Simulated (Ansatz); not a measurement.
The cluster Ga₉P₉: single points at one geometry.

```yaml
crystal:
  periodic: [false, false, false]
  atoms:
    - {symbol: Ga, position_ang: [2.552272, 0.786315, -1.879610]}
    - {symbol: Ga, position_ang: [1.940338, -1.287439, -0.045362]}
    - {symbol: Ga, position_ang: [0.252913, -4.104710, 0.255498]}
    - {symbol: Ga, position_ang: [0.039152, 3.778599, 2.526095]}
    - {symbol: Ga, position_ang: [-1.310115, 1.080748, -0.675133]}
    - {symbol: Ga, position_ang: [-3.117175, -1.100625, -0.709536]}
    - {symbol: Ga, position_ang: [1.062682, 2.886400, 0.057427]}
    - {symbol: Ga, position_ang: [0.210642, -1.438488, 2.180718]}
    - {symbol: Ga, position_ang: [-2.248936, -0.543595, 1.925148]}
    - {symbol: P, position_ang: [2.312919, 0.913796, 0.884048]}
    - {symbol: P, position_ang: [-2.437623, 0.279653, -2.626396]}
    - {symbol: P, position_ang: [0.473271, -1.781888, -1.952902]}
    - {symbol: P, position_ang: [0.558528, 1.065890, 2.273726]}
    - {symbol: P, position_ang: [2.008209, -2.871106, 1.714937]}
    - {symbol: P, position_ang: [-0.809518, -1.555584, -0.161913]}
    - {symbol: P, position_ang: [-1.495847, 1.783692, 1.588048]}
    - {symbol: P, position_ang: [0.220058, 2.067832, -2.196694]}
    - {symbol: P, position_ang: [-0.211769, 0.040522, -3.158099]}
basis:
  gaussian: {orbitals: def2-SVP, fitting: {mean_field: def2-universal-jkfit}, initial_orbitals: start.molden}
hamiltonian: {xc: r2scan, dispersion: d4}
scf: {omitted_lower_state_checks: [starts]}
output: {orbitals: {seedname: orbitals}}
```

The file start.molden holds the orbitals of an earlier run on this structure, at another level or in another basis.

```sh
$ ansatz run in.yaml --threads 2 --pin off --events-out ev --progress --plain --max-ram 32768MiB --backend cuda --devices 0, --max-vram 18GiB
```

It prints (some lines left out):

```
Functional definition: r2SCAN
3546 factors; integrals over basis functions are off by at most 2.5e-2 eV
mean field evaluation 1: about -554917.7438 eV, gradient 1.0e1 eV
mean field evaluation 2: about -554918.0258 eV, gradient 2.7e-1 eV
mean field evaluation 4: about -554918.0003 eV, gradient 2.6e-3 eV
mean field -554918.00025207 eV, -20392.8603723336 hartree, gradient 1.9e-5 eV, S^2 0.000000; 0 other end points of the search recorded, 0 dependent functions left out
reference -554918.00026923 eV, -20392.8603729641 hartree; 207, 207 occupied and 243, 243 virtual orbitals, 3546 factors
Total energy: -554918.73533279 eV, -20392.8873860516 hartree
Checks for a lower state left out: starts
```

Run time 7.5 s (2 threads of AMD EPYC 7R13 on a shared host and a share (18 GiB) of an NVIDIA H100 80GB HBM3), peak host memory 0.99 GiB.

As the first input, with `gaussian: {orbitals: def2-SVP, initial_orbitals: start.molden}`, `hamiltonian: {xc: pbe}`, `correlation: {method: rpa}` and without the key `output` (abridged; 15 s):

```
Functional definition: PBE
mean field -554817.09192952 eV, -20389.1520598780 hartree, gradient 2.2e-6 eV, S^2 0.000000
126 core orbitals not correlated: weight in the atoms' cores, before any rotation towards them, 1.000 or more for the frozen orbitals, at most 0.000 for the correlated occupied ones
Total energy: -554484.11263918 eV, -20376.9152966595 hartree
Checks for a lower state left out: starts
```

The first input with `gaussian: {orbitals: def2-TZVP, fitting: {mean_field: def2-universal-jkfit}, initial_orbitals: start.molden}`, `hamiltonian: {xc: pbe, dispersion: d4}` (abridged; 8 s):

```
Functional definition: PBE
mean field -554906.31201746 eV, -20392.4308376341 hartree, gradient 1.2e-5 eV, S^2 0.000000
Total energy: -554909.37748389 eV, -20392.5434914478 hartree
Checks for a lower state left out: starts
```

First input, but with `gaussian: {orbitals: def2-TZVP, fitting: {mean_field: def2-universal-jkfit}, initial_orbitals: start.molden}`, `hamiltonian: {xc: pbe0, dispersion: d4}` (abridged; 15 s):

```
Functional definition: PBE0
mean field -554920.94905422 eV, -20392.9687388139 hartree, gradient 1.5e-5 eV, S^2 0.000000
Total energy: -554923.70347732 eV, -20393.0699619958 hartree
Checks for a lower state left out: starts
```

First input, but with `hamiltonian: {xc: pbe, dispersion: d4}`, `output: {forces: true, orbitals: {seedname: orbitals}}` (abridged; 11 s):

```
Functional definition: PBE
mean field -554817.09966780 eV, -20389.1523442545 hartree, gradient 7.3e-5 eV, S^2 0.000000
Total energy: -554820.16513724 eV, -20389.2649981786 hartree
Atom 0 force     0.001138     0.000035     0.003035 eV/Å
Atom 1 force    -0.003501     0.002480     0.004852 eV/Å
Atom 2 force    -0.001046    -0.000980    -0.001767 eV/Å
Atom 3 force     0.001155    -0.004209    -0.000113 eV/Å
Atom 4 force    -0.006697     0.007245    -0.000647 eV/Å
Atom 5 force     0.005647     0.001320     0.001881 eV/Å
Atom 6 force    -0.004873    -0.000028    -0.000319 eV/Å
Atom 7 force    -0.009002    -0.003896    -0.000534 eV/Å
Atom 8 force    -0.004439     0.002680     0.000463 eV/Å
Atom 9 force     0.008128    -0.010595    -0.012404 eV/Å
Atom 10 force     0.005094    -0.003565     0.002045 eV/Å
Atom 11 force    -0.003429     0.018854    -0.014117 eV/Å
Atom 12 force     0.001085     0.015949     0.007301 eV/Å
Atom 13 force     0.002390     0.006384    -0.002078 eV/Å
Atom 14 force    -0.001908    -0.014768     0.001029 eV/Å
Atom 15 force     0.005061    -0.004721    -0.002737 eV/Å
Atom 16 force     0.000133     0.007408     0.004258 eV/Å
Atom 17 force     0.005064    -0.019592     0.009852 eV/Å
Dipole moment:    -0.278385     0.206114     0.364693 e Å
Checks for a lower state left out: starts
```

The first input with `hamiltonian: {xc: pbe0, dispersion: d4}` (abridged; 13 s):

```
Functional definition: PBE0
mean field -554832.09029278 eV, -20389.7032395613 hartree, gradient 6.5e-5 eV, S^2 0.000000
Total energy: -554834.84471789 eV, -20389.8044628174 hartree
Checks for a lower state left out: starts
```

First input, but with `gaussian: {orbitals: def2-SVP, initial_orbitals: start.molden}`, `correlation: {method: mp2}` and without the key `hamiltonian` (abridged; 15 s):

```
Functional definition: HF
mean field -554373.25944096 eV, -20372.8415167639 hartree, gradient 1.8e-6 eV, S^2 0.000000; unrestricted orbitals would lower it
126 core orbitals not correlated: weight in the atoms' cores, before any rotation towards them, 1.000 or more for the frozen orbitals, at most 0.000 for the correlated occupied ones
second order -83.16217830 eV of doubles, -0.00000000 eV of singles
Total energy: -554456.42161926 eV, -20375.8976704471 hartree
Checks for a lower state left out: starts
```

Geometry: PBE-D4/def2-SVP.

Correlated methods freeze 126 core orbitals; core or outer-core shells of Ga are correlated, in sets that lack core-valence functions. Single mean-field runs in def2-SVP, def2-TZVP are fitted with def2-universal-jkfit. The restricted singlet is unstable towards broken spin symmetry in Hartree–Fock (as tested in another run); at r2SCAN-D4/def2-SVP, PBE-D4/def2-TZVP, PBE0-D4/def2-TZVP, PBE-D4/def2-SVP and others this wasn't settled. At MP2/def2-SVP the restricted singlet (for correlated methods, its reference) is unstable: a solution with broken spin symmetry lies lower. Another isomer (singlet) lies 1.62 eV lower at PBE0-D4/def2-TZVP; other spin states weren't run for this one.
